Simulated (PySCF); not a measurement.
Static response to an electric field

Species: C₇H₉FO.
Structure used (GFN2-xTB), in Å, numbered top down from 1:
```
atom  x, y, z in Å
C1    -1.8096    2.2269   -0.8186
C2    -1.2861    1.1524   -0.7527
C3    -0.6393   -0.1257   -0.6181
C4    -1.4532   -1.2712    0.0296
C5    -0.2912   -1.5587    0.9937
C6     0.4059   -0.2745    0.5305
F7     0.2786    0.7394    1.4708
O8     1.7268   -0.4200    0.1992
C9     2.3317    0.7349   -0.3622
H10   -2.2754    3.1633   -0.8938
H11   -0.1882   -0.4268   -1.5672
H12   -2.3437   -0.9052    0.5353
H13   -1.7229   -2.0819   -0.6421
H14   -0.5347   -1.5689    2.0526
H15    0.2967   -2.4366    0.7402
H16    3.3564    0.4518   -0.5892
H17    1.8165    1.0442   -1.2770
H18    2.3229    1.5630    0.3507
```

Level: PBE0/def2-SVPD (PySCF), static field, nuclei fixed, core orbitals frozen in the response. The polarisability tensor in these axes (au):

```
x   86.25 -5.75  1.93
y   -5.75 93.25 -7.70
z    1.93 -7.70 70.50
```

Question: Give the principal values, the mean and the anisotropy Δα = √{½[(α1 − α2)² + (α2 − α3)² + (α1 − α3)²]}.

Answer: Principal values 68.14, 83.28 and 98.58 au; mean 83.33 au = 12.35 Å³ = 13.74 × 10⁻⁴⁰ C²·m²/J; Δα = 26.36 au (32 % of the mean).

Question: What is the dipole moment, and where does it point?

Answer: (-0.05, -0.69, -1.23) D, 1.41 D in size, pointing from the negative to the positive side. Measured along this direction, the outermost atoms are F7 at the negative end and H13 and H11 at the positive end.

Question: Give the principal axes and the span of the nuclei along them.

Answer: Largest value along (-0.44, 0.86, -0.27), where the nuclei span 6.37 Å; middle along (0.90, 0.42, -0.12), 5.83 Å; least along (-0.01, 0.29, 0.96), 3.24 Å. The response follows the extents in order.

Question: Find the Langevin capture rate constant for H3O+ (19.018 u) meeting this molecule (128.064 u), k = 2.342 × 10⁻⁹ cm³/s × √(α in Å³ / reduced mass in u).

Answer: The reduced mass is 16.56 u, so k = 2.02 × 10⁻⁹ cm³/s. The formula leaves out the permanent dipole, which adds to the capture rate.

Question: Rayleigh depolarisation ratio (linearly polarised light, static tensor)?

Answer: ρ = 3Δα²/(45ᾱ² + 4Δα²) = 2085.1/(312508 + 2780.2) = 0.00661.

The structure is a single GFN2-xTB conformer in the gas phase; no vibrational or solvent corrections.
